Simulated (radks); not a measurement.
Valence configurations of the platinum ion Pt3+ (all share [Xe]). All-electron calculation, scalar-relativistic Kohn-Sham, r2SCAN, spin-polarised, spherical densities, finite nucleus; open shells are filled with parallel spins first (spin-orbit coupling, left out, can overturn this in heavy ions); meta-GGA in the generalised Kohn-Sham scheme; Fermi nuclear charge, rms radius 5.427 fm. Program: a radial shooting solver on a logarithmic mesh with Libxc functionals. Energies are relative to 4f14 5d7; eigenvalues in eV for spin up.

valence               E (eV)  moment (Bohr magnetons)    e(4f)    e(5d)    e(6p)    e(6s)
4f14 5d7               0.000                        3  -106.57  -40.147        -        -
4f13 5d7 6p1          90.231                        5  -125.03  -46.610  -25.820        -
4f13 5d7 6s1          79.692                        5  -123.49  -45.346        -  -35.640
4f14 5d6.5 6p0.5       7.344                        4  -109.50  -42.558  -24.218        -
4f13 5d8              73.148                        3  -119.00  -41.677        -        -
4f13.5 5d7 6s0.5      38.339                        4  -114.94  -42.735        -  -34.057
4f14 5d6.5 6s0.5       2.295                        4  -108.73  -41.931        -  -33.897
4f13 5d6 6p2          108.02                        7  -131.02  -51.396  -28.310        -
4f14 5d6 6s0.5 6p0.5   9.609                        5  -111.66  -44.313  -25.121  -35.543
4f12 5d7 6s2          175.11                        5  -141.22  -50.502        -  -37.199

NIST lists [Xe] 4f14 5d7 as the ground configuration; this level of theory agrees among the configurations tried. The energies are those of spherical high-spin densities, not of single terms.
